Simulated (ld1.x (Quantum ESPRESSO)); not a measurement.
**Sb (Z = 51), TM: configuration errors across variants**

antimony (Sb), norm-conserving Troullier–Martins (Kleinman–Bylander form), made with ld1.x (Quantum ESPRESSO) 7.5 (LDA (PZ), scalar-relativistic). Core [Kr] 4d10, reference 5s2 5p2 (charge +1). Waves: 5s (bound): rc 2.00 bohr; 5p (bound): rc 1.65 bohr. Local part: the p channel. Core correction: Bessel-smoothed model core inside 1.70 bohr.

All-electron excitation energies from the reference (eV): (1) 5s2 5p3 -8.521; (2) 5s2 5p1 16.253; (3) 5s2 5p0 41.038; (4) 5s2 5p3.3 -9.728; (5) 5s1 5p0 85.854; (6) 5s1 5p4 -0.312; (7) 5s1 5p3 8.818; (8) 5s2 5p2 spin -0.591; (9) 5s2 5p3 spin -9.613.

Spin tests fill each open shell by Hund’s rule, majority spin first.

2 further variants failed, have other tests or too few solved ones, and are left out.

A true bound ghost makes a file unfit for plane-wave use even where its test errors are small: the radial tests pick states by their node count and pass the ghost by.

Errors AE − PS in meV (a dash: test not solved or not reliable):

```csv
change,(1),(2),(3),(4),(5),(6),(7),(8),(9),bound ghosts
base,+1.3,-16,-109,+2.1,-428,0.0,-6.2,-4.7,-1.3,s
wave 5p (bound): rc 1.65 bohr becomes 5p (bound): rc 1.56 bohr,+3.4,-13,-118,+5.3,-440,-2.2,-7.4,-4.1,+3.1,"s, d"
wave 5p (bound): rc 1.65 bohr becomes 5p (bound): rc 1.94 bohr,+1.1,-11,-56,+1.4,-296,-2.6,-9.2,-0.4,+2.3,none
wave 5p (bound): rc 1.65 bohr becomes 5p (bound): rc 2.16 bohr,-0.2,-14,-77,-0.5,-350,-4.1,-12,+0.4,+2.1,none
wave 5p (bound): rc 1.65 bohr becomes 5p (bound): rc 2.48 bohr,+0.4,-13,-75,+0.4,-345,-2.4,-9.4,-1.3,+0.3,none
```

Problem. Give the same row for: wave 5p (bound): rc 1.65 bohr becomes 5p (bound): rc 1.78 bohr.

Solution. -0.6, -18, -111, -0.8, -431, -0.3, -7.9, -3.9, -3.4; bound ghosts: s.
